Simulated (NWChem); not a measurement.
System: SiH2Cl2; SMILES Cl[SiH2]Cl

```xyz
5

Si     0.0000     0.0000    -0.7689
Cl    -1.6840     0.0000     0.4104
Cl     1.6840     0.0000     0.4104
H      0.0000     1.2330    -1.5936
H      0.0000    -1.2330    -1.5936
```
Atoms are numbered in this order, from 1.

Geometry: optimised at PBE0/def2-SVP.

Symmetry labels are those of C2v in the frame above (b1 and b2, or b-type labels, depend on it).

Problem. List the 6 lowest vertical singlet excitations from CAM-B3LYP/6-31G* (spherical d), full TDDFT (NWChem).

Solution. 
| state | energy (eV) | oscillator strength | symmetry | leading excitation (squared amplitude) |
|---|---|---|---|---|
| S1 | 7.72 | 0.011 | b2 | HOMO → LUMO (0.97) |
| S2 | 7.85 | 0.000 | a2 | HOMO → LUMO+1 (0.91) |
| S3 | 8.12 | 0.025 | b1 | HOMO−1 → LUMO (0.76) |
| S4 | 8.31 | 0.000 | a2 | HOMO−2 → LUMO (0.92) |
| S5 | 8.34 | 0.045 | a1 | HOMO−1 → LUMO+1 (0.67) |
| S6 | 8.54 | 0.003 | a1 | HOMO−3 → LUMO (0.70) |
